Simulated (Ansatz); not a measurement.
Ansatz (an electronic-structure program) job for I6Y2, SMILES [I][Y]12([I])[I][Y]1([I])([I])[I]2 (connectivity only; charge and spin as stated), neutral, multiplicity 1, B3LYP-D3(BJ)/def2-SVP. 

Ansatz 0.2 input:
```yaml
crystal:
  periodic: [false, false, false]
  atoms:
    - {symbol: Y, position_ang: [0.69642700, 0.00180050, 2.26397042]}
    - {symbol: Y, position_ang: [-0.69642700, -0.00180050, -2.26397042]}
    - {symbol: I, position_ang: [-1.92179111, -0.01896844, 0.64763984]}
    - {symbol: I, position_ang: [1.92179111, 0.01896844, -0.64763984]}
    - {symbol: I, position_ang: [0.00259284, 2.26700124, 3.81537195]}
    - {symbol: I, position_ang: [0.01931602, -2.23928472, 3.85844983]}
    - {symbol: I, position_ang: [-0.01931602, 2.23928472, -3.85844983]}
    - {symbol: I, position_ang: [-0.00259284, -2.26700124, -3.81537195]}
basis:
  gaussian:
    orbitals: def2-SVP
hamiltonian:
  xc: b3lyp
  dispersion: d3bj
relax: {f_tol: 0.002, max_steps: 200}
```

Program output:

```
WARN ansatz: RAYON_NUM_THREADS=2 ignored (pool sized by the plan → 2); use --threads N
Functional definition: B3LYP
integrals: 0.46 GiB planned
2880 factors; integrals over basis functions are off by at most 2.5e-4 eV
mean field: 2.71 GiB planned
mean field evaluation 1: about -50718.4362 eV, gradient 2.2e1 eV
mean field evaluation 2: about -50710.1792 eV, gradient 5.6e1 eV
mean field evaluation 4: about -50720.3835 eV, gradient 2.9e0 eV
mean field evaluation 8: about -50720.4797 eV, gradient 8.1e-2 eV
mean field evaluation 16: about -50720.4797 eV, gradient 6.0e-5 eV
mean field -50720.47972888 eV, -1863.9432504604 hartree, gradient 3.9e-5 eV, S^2 0.000000; 0 other end points of the search recorded, 0 dependent functions left out
the calculation of the forces begins
reference -50720.48011518 eV, -1863.9432646568 hartree; 86, 86 occupied and 132, 132 virtual orbitals, 2880 factors
relax step   1: F+E_penalty+E_count = -50721.71403398 eV  Δ(F+E_penalty+E_count) = +0.000e0 eV  max|allowed force component| = 7.219e-1 eV/Å  Δτ_max = 0.0000 Å  (31 SCF iters, accepted)
these checks for a lower state are left out or cut short: starts, cluster_reference, orbital_swaps, neighbouring_geometries, increment
integrals: 0.46 GiB planned
2880 factors; integrals over basis functions are off by at most 2.4e-4 eV
mean field: 2.72 GiB planned
mean field -50720.84661529 eV, -1863.9567332873 hartree, gradient 2.1e-5 eV, S^2 0.000000; 0 other end points of the search recorded, 0 dependent functions left out
the calculation of the forces begins
reference -50720.84700240 eV, -1863.9567475134 hartree; 86, 86 occupied and 132, 132 virtual orbitals, 2880 factors
relax step   2: F+E_penalty+E_count = -50722.08671480 eV  Δ(F+E_penalty+E_count) = -3.727e-1 eV  max|allowed force component| = 3.322e-1 eV/Å  Δτ_max = 0.1947 Å  (32 SCF iters, accepted)
these checks for a lower state are left out or cut short: starts, cluster_reference, orbital_swaps, neighbouring_geometries, increment
integrals: 0.47 GiB planned
2880 factors; integrals over basis functions are off by at most 2.2e-4 eV
mean field: 2.73 GiB planned
mean field evaluation 32: about -50721.0695 eV, gradient 1.1e-3 eV
mean field -50721.06947916 eV, -1863.9649233835 hartree, gradient 6.9e-6 eV, S^2 0.000000; 0 other end points of the search recorded, 0 dependent functions left out
the calculation of the forces begins
reference -50721.06986881 eV, -1863.9649377029 hartree; 86, 86 occupied and 132, 132 virtual orbitals, 2880 factors
relax step   3: F+E_penalty+E_count = -50722.29128172 eV  Δ(F+E_penalty+E_count) = -2.046e-1 eV  max|allowed force component| = 2.239e-1 eV/Å  Δτ_max = 0.1945 Å  (37 SCF iters, accepted)
these checks for a lower state are left out or cut short: starts, cluster_reference, orbital_swaps, neighbouring_geometries, increment
integrals: 0.48 GiB planned
2880 factors; integrals over basis functions are off by at most 2.2e-4 eV
mean field: 2.73 GiB planned
mean field -50721.13851916 eV, -1863.9674605566 hartree, gradient 2.0e-5 eV, S^2 0.000000; 0 other end points of the search recorded, 0 dependent functions left out
the calculation of the forces begins
reference -50721.13890941 eV, -1863.9674748979 hartree; 86, 86 occupied and 132, 132 virtual orbitals, 2880 factors
relax step   4: F+E_penalty+E_count = -50722.35250971 eV  Δ(F+E_penalty+E_count) = -6.123e-2 eV  max|allowed force component| = 8.087e-2 eV/Å  Δτ_max = 0.1488 Å  (32 SCF iters, accepted)
these checks for a lower state are left out or cut short: starts, cluster_reference, orbital_swaps, neighbouring_geometries, increment
integrals: 0.48 GiB planned
2880 factors; integrals over basis functions are off by at most 2.2e-4 eV
mean field: 2.73 GiB planned
mean field -50721.14230533 eV, -1863.9675996958 hartree, gradient 8.2e-6 eV, S^2 0.000000; 0 other end points of the search recorded, 0 dependent functions left out
the calculation of the forces begins
reference -50721.14269533 eV, -1863.9676140282 hartree; 86, 86 occupied and 132, 132 virtual orbitals, 2880 factors
relax step   5: F+E_penalty+E_count = -50722.35970281 eV  Δ(F+E_penalty+E_count) = -7.193e-3 eV  max|allowed force component| = 2.293e-2 eV/Å  Δτ_max = 0.0539 Å  (33 SCF iters, accepted)
these checks for a lower state are left out or cut short: starts, cluster_reference, orbital_swaps, neighbouring_geometries, increment
integrals: 0.48 GiB planned
2880 factors; integrals over basis functions are off by at most 2.2e-4 eV
mean field: 2.73 GiB planned
mean field -50721.14048837 eV, -1863.9675329236 hartree, gradient 9.5e-6 eV, S^2 0.000000; 0 other end points of the search recorded, 0 dependent functions left out
the calculation of the forces begins
reference -50721.14087819 eV, -1863.9675472492 hartree; 86, 86 occupied and 132, 132 virtual orbitals, 2880 factors
relax step   6: F+E_penalty+E_count = -50722.36006897 eV  Δ(F+E_penalty+E_count) = -3.662e-4 eV  max|allowed force component| = 1.206e-3 eV/Å  Δτ_max = 0.0108 Å  (28 SCF iters, accepted)
these checks for a lower state are left out or cut short: starts, cluster_reference, orbital_swaps, neighbouring_geometries, increment
integrals: 0.48 GiB planned
2880 factors; integrals over basis functions are off by at most 2.2e-4 eV
mean field: 2.73 GiB planned
mean field evaluation 64: about -50721.1404 eV, gradient 7.9e-6 eV
mean field -50721.14036518 eV, -1863.9675283965 hartree, gradient 7.9e-6 eV, S^2 0.000000; 0 other end points of the search recorded, 0 dependent functions left out
the calculation of the forces begins
reference -50721.14075498 eV, -1863.9675427217 hartree; 86, 86 occupied and 132, 132 virtual orbitals, 2880 factors
relax step   7: F+E_penalty+E_count = -50722.36007467 eV  Δ(F+E_penalty+E_count) = -5.698e-6 eV  max|allowed force component| = 1.150e-3 eV/Å  Δτ_max = 0.0024 Å  (27 SCF iters, accepted)
integrals: 0.48 GiB planned
2880 factors; integrals over basis functions are off by at most 2.2e-4 eV
mean field: 2.73 GiB planned
mean field -50721.14036518 eV, -1863.9675283965 hartree, gradient 7.9e-6 eV, S^2 0.000000; 1 other end points of the search recorded, 0 dependent functions left out
the calculation of the forces begins
reference -50721.14075498 eV, -1863.9675427217 hartree; 86, 86 occupied and 132, 132 virtual orbitals, 2880 factors
Total energy: -50722.36046448 eV, -1864.0123662189 hartree
Atom 0 at     0.169349     0.010538     2.091085 Å, force    -0.000254     0.000010     0.001150 eV/Å
Atom 1 at    -0.169349    -0.010538    -2.091085 Å, force     0.000254    -0.000010    -0.001150 eV/Å
Atom 2 at    -2.150098    -0.011422     0.174079 Å, force     0.000700     0.000005     0.000297 eV/Å
Atom 3 at     2.150098     0.011422    -0.174079 Å, force    -0.000700    -0.000005    -0.000297 eV/Å
Atom 4 at     0.274092     2.405030     3.540863 Å, force    -0.000004     0.000091     0.000021 eV/Å
Atom 5 at     0.301280    -2.368759     3.563525 Å, force    -0.000013    -0.000016    -0.000096 eV/Å
Atom 6 at    -0.301280     2.368759    -3.563525 Å, force     0.000013     0.000016     0.000096 eV/Å
Atom 7 at    -0.274092    -2.405030    -3.540863 Å, force     0.000004    -0.000091    -0.000021 eV/Å
Dipole moment:    -0.000000     0.000000     0.000000 e Å
```

The calculation finished and met its thresholds.
